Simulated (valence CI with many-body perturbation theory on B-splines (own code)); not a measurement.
Ru²¹⁺: E2, M1 decay

Computed by configuration interaction combined with many-body perturbation theory (CI+MBPT): five valence electrons over a frozen Dirac-Fock core [Ar], a basis of 7 s, 7 p, 8 d, 6 f, 4 g, 1 h functions for each j, with the one-electron correlation potential Σ1 (screened to all orders), the two-electron term Σ2, the three-electron term Σ3, Breit, model QED; selected single and double excitations, second order for the rest, scaled by the run's own slope (own B-spline code, finite nucleus).

No measured levels were compared; by estimate terms of the open shell hold to 2 to 4 % of their energy, and close levels can change places. Only levels of the ground parity were solved; by the run's estimate the other parity begins above the list, which can be wrong where configurations are misplaced.

Lines 1 to 50 of 120 in falling wavelength, among levels below 403760 cm⁻¹, chosen from the decays that carry over 1 % of a level's rate. Wavelengths and rates use the calculated energies, so an error of 3000 cm⁻¹ moves a line at 482.0 nm by 14 % and its rate by three times that or more. Electric multipoles are in the length gauge, E1 and E2 with the static RPA response of the core. S is in atomic units (e²a₀⁴ for E2 and M2, e²a₀⁶ for E3), for M1 in squared Bohr magnetons. Weak lines are less certain than strong ones. Lines between different terms over intervals too small for the method are left out, as are lines whose strength nearly cancels. Intervals below about 3000 cm⁻¹, as at the head of this list, are uncertain by tens of per cent.

Names give the largest LS component (configuration and term), which can be under half, so a name can repeat, a term be missing and a line seem to break the LS rules; names also repeat where a configuration has a term twice. Letters in brackets count levels of one name in rising energy.

```
λ vac (nm)           Upper           Lower  Type   A (s⁻¹)  S (a.u.)
      4638     3d⁵ ⁴G_11/2      3d⁵ ⁴G_7/2    E2  1.62e-10  3.72e-04
      2342      3d⁵ ⁴G_9/2     3d⁵ ⁴G_11/2    M1  2.32e+00  1.11e+01
      1556      3d⁵ ⁴G_9/2      3d⁵ ⁴G_7/2    M1  9.03e+00  1.26e+01
     972.0      3d⁵ ⁴D_3/2      3d⁵ ⁴D_5/2    M1  3.55e+01  4.84e+00
     911.5      3d⁵ ⁴P_1/2      3d⁵ ⁴P_3/2    M1  6.38e+01  3.58e+00
     878.5     3d⁵ ²I_13/2     3d⁵ ²I_11/2    M1  1.41e+01  4.95e+00
     741.8  3d⁵ ²F_7/2 [c]  3d⁵ ²F_5/2 [b]    M1  2.89e+01  3.51e+00
     579.6      3d⁵ ⁴G_7/2  3d⁵ ⁴G_5/2 [a]    M1  1.07e+02  6.16e+00
     572.6      3d⁵ ⁴F_3/2      3d⁵ ⁴F_5/2    M1  1.28e+02  3.58e+00
     482.0      3d⁵ ⁴F_5/2  3d⁵ ²D_3/2 [a]    M1  6.76e+01  1.69e+00
     463.9      3d⁵ ⁴P_3/2  3d⁵ ⁴G_5/2 [a]    M1  1.39e+02  2.05e+00
     450.1      3d⁵ ⁴D_7/2      3d⁵ ⁴G_9/2    M1  7.28e+01  1.97e+00
     449.2  3d⁵ ⁴G_5/2 [b]  3d⁵ ⁴G_5/2 [a]    M1  4.04e+02  8.15e+00
     439.1  3d⁵ ²F_7/2 [a]      3d⁵ ⁴D_5/2    M1  1.39e+01  3.50e-01
     423.1      3d⁵ ⁴D_7/2  3d⁵ ⁴G_5/2 [b]    M1  1.86e+02  4.19e+00
     415.8      3d⁵ ²H_9/2  3d⁵ ²G_9/2 [a]    M1  1.69e+02  4.49e+00
     415.0      3d⁵ ⁴F_5/2  3d⁵ ²F_7/2 [a]    M1  3.25e+02  5.17e+00
     367.6  3d⁵ ²G_9/2 [b]  3d⁵ ²G_7/2 [a]    M1  1.33e+02  2.45e+00
     361.5     3d⁵ ²H_11/2      3d⁵ ²H_9/2    M1  1.07e+02  2.25e+00
     349.1      3d⁵ ⁴D_7/2      3d⁵ ⁴G_7/2    M1  1.87e+02  2.36e+00
     347.5  3d⁵ ²G_7/2 [a]  3d⁵ ²F_5/2 [a]    M1  1.67e+02  2.07e+00
     346.8      3d⁵ ⁴D_1/2      3d⁵ ⁴P_1/2    M1  6.40e+02  1.98e+00
     343.4      3d⁵ ²H_9/2  3d⁵ ²F_7/2 [a]    M1  6.66e+01  9.99e-01
     333.3  3d⁵ ²F_5/2 [a]      3d⁵ ⁴D_5/2    M1  7.43e+01  6.12e-01
     313.3  3d⁵ ²F_7/2 [c]      3d⁵ ²H_9/2    M1  1.59e+02  1.45e+00
     298.0      3d⁵ ⁴D_5/2      3d⁵ ⁴P_3/2    M1  9.21e+01  5.42e-01
     293.4  3d⁵ ²G_9/2 [b]      3d⁵ ²H_9/2    M1  5.42e+02  5.07e+00
     291.3      3d⁵ ⁴F_3/2  3d⁵ ²F_5/2 [a]    M1  2.25e+01  8.26e-02
     277.7  3d⁵ ²G_7/2 [a]  3d⁵ ²F_7/2 [a]    M1  2.09e+02  1.33e+00
     273.4      3d⁵ ⁴F_5/2      3d⁵ ⁴D_3/2    M1  1.02e+02  4.62e-01
     270.7  3d⁵ ²F_7/2 [b]  3d⁵ ²F_5/2 [a]    M1  1.83e+02  1.08e+00
     270.6  3d⁵ ²F_7/2 [c]      3d⁵ ⁴F_5/2    M1  2.39e+02  1.41e+00
     269.8  3d⁵ ²G_9/2 [a]      3d⁵ ⁴D_7/2    M1  1.40e+02  1.02e+00
     264.1      3d⁵ ⁴D_5/2      3d⁵ ⁴G_7/2    M1  2.92e+02  1.20e+00
     261.7      3d⁵ ⁴F_3/2  3d⁵ ²D_3/2 [a]    M1  2.71e+02  7.19e-01
     255.8  3d⁵ ²F_7/2 [b]  3d⁵ ²G_9/2 [a]    M1  4.30e+02  2.13e+00
     255.0  3d⁵ ²F_5/2 [a]      3d⁵ ⁴D_7/2    M1  2.14e+02  7.91e-01
     251.2      3d⁵ ⁴D_1/2      3d⁵ ⁴P_3/2    M1  4.21e+02  4.95e-01
     247.9  3d⁵ ²F_5/2 [b]  3d⁵ ²F_5/2 [a]    M1  2.17e+02  7.34e-01
     243.8      3d⁵ ²H_9/2     3d⁵ ²I_11/2    M1  8.47e+01  4.55e-01
     236.4     3d⁵ ²I_11/2      3d⁵ ⁴G_9/2    M1  1.33e+02  7.79e-01
     231.8      3d⁵ ⁴D_3/2  3d⁵ ⁴G_5/2 [b]    M1  7.45e+01  1.38e-01
     228.1      3d⁵ ⁴D_3/2      3d⁵ ⁴P_3/2    M1  5.11e+02  8.99e-01
     226.4  3d⁵ ²F_7/2 [b]  3d⁵ ²F_7/2 [a]    M1  8.09e+01  2.78e-01
     226.2  3d⁵ ²F_5/2 [b]  3d⁵ ²D_3/2 [a]    M1  5.35e+02  1.38e+00
     217.9      3d⁵ ⁴D_7/2  3d⁵ ⁴G_5/2 [a]    M1  2.56e+01  7.86e-02
     214.7     3d⁵ ²I_11/2     3d⁵ ⁴G_11/2    M1  5.67e+02  2.50e+00
     213.4      3d⁵ ⁴F_5/2      3d⁵ ⁴D_5/2    M1  6.48e+02  1.40e+00
     210.2  3d⁵ ²F_5/2 [b]  3d⁵ ²F_7/2 [a]    M1  5.32e+01  1.10e-01
     205.3  3d⁵ ²D_3/2 [a]      3d⁵ ⁴P_1/2    M1  2.11e+02  2.71e-01
```
